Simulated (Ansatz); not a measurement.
Relaxation of ClF4H2NTa (9 atoms, charge 0, multiplicity 2), to a largest force component of 0.03 eV/Å in at most 50 steps.

Method: UKS PBE/def2-SVP in Ansatz 0.2.0.

```xyz
9
Properties=species:S:1:pos:R:3
Ta -0.698 0.020 -0.058
Cl 2.859 -0.055 0.830
N 0.323 0.019 1.680
H 0.635 -0.818 2.188
H 0.655 0.857 2.175
F -0.468 0.050 -1.943
F -1.261 1.808 0.133
F -1.163 -1.800 0.093
F 4.429 -0.082 0.513
```

Problem. Where does it end, and by what steps?

Solution. The run converged. After 29 steps the energy has fallen by 4.980 eV; F9 moved furthest, 2.78 Å. Parted: Cl2–F9 (1.60 → 3.08 Å). Joined: Ta1–Cl2 (3.67 → 2.49 Å), Ta1–F9 (5.16 → 1.88 Å).

```tsv
step	energy less start (eV)	largest force component (eV/Å)	accepted
0	0.0000	2.986	yes
2	-0.1751	0.401	yes
4	-0.3583	0.890	yes
6	-1.1488	0.975	yes
8	-1.5238	0.381	yes
10	-1.6937	0.333	yes
12	-1.8158	0.493	yes
14	-1.9167	0.720	yes
16	-2.0989	0.473	yes
18	-2.4735	0.735	yes
20	-3.2398	1.353	yes
22	-4.1706	3.198	yes
24	-4.7636	0.498	yes
26	-4.9169	1.092	yes
28	-4.9789	0.128	yes
29	-4.9797	0.017	yes
```

```xyz
9
Properties=species:S:1:pos:R:3
Ta 0.831 -0.044 -0.143
Cl 2.396 0.199 1.776
N -0.192 0.040 1.776
H -0.275 -0.767 2.412
H -0.378 0.918 2.283
F -0.601 -0.225 -1.356
F 0.489 1.822 -0.066
F 0.719 -1.904 0.219
F 2.320 -0.039 -1.291
```

Whether the end is a true minimum wasn't checked by a vibrational analysis.

Run time: 96 s on 4 threads of Arm Neoverse V2 (shared host), peak memory 0.25 GiB.
